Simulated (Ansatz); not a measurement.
```yaml
crystal:
  periodic: [false, false, false]
  atoms:
    - {symbol: Cl, position_ang: [0.843966, -0.931594, 1.732856]}
    - {symbol: C, position_ang: [-0.207006, -0.386729, 0.539124]}
    - {symbol: Cl, position_ang: [-1.724580, -1.112524, 0.553271]}
    - {symbol: B, position_ang: [-0.108319, 1.008848, 0.079747]}
    - {symbol: C, position_ang: [0.367160, -0.092291, -0.768141]}
    - {symbol: H, position_ang: [-0.292180, 2.108215, 0.286820]}
    - {symbol: H, position_ang: [1.392476, -0.257762, -0.874146]}
    - {symbol: H, position_ang: [-0.183100, -0.390977, -1.603194]}
basis:
  gaussian: {orbitals: aug-cc-pVTZ, final_grid: {core_spheres: 5, valence_spheres: 4, degree: 11}}
hamiltonian: {xc: {name: B3LYP5}, pseudopotentials: {relativity: none}}
outputs: {forces: true}
```

```sh
$ ansatz run in.yaml --threads 2 --pin off --events-out ev --progress --plain --max-ram 4352MiB
```

It prints (some lines left out):

```
Error: YAML parse error: error: line 15 column 1: unknown field `outputs`, expected one of crystal, accuracy, basis, kpoints, hamiltonian, magnetization, projection, total_charge, correlation, batch, efield, external_charges, scf, relax, neb, saddle, md, ramp, phonons, dielectric, real_time, elastic, magnetic_configurations, gw, evaluate, workflow, output, checkpoint, execution
13 |   gaussian: {orbitals: aug-cc-pVTZ, final_grid: {core_spheres: 5,…
14 | hamiltonian: {xc: {name: B3LYP5}, pseudopotentials: {relativity: …
15 | outputs: {forces: true}
```

(1) Something in this input is off. What?

Results:

(1) The input holds a key that doesn't belong there. The input was rejected before any iteration.

B3LYP here is the variant with VWN-RPA as its local correlation; programs differ in this.
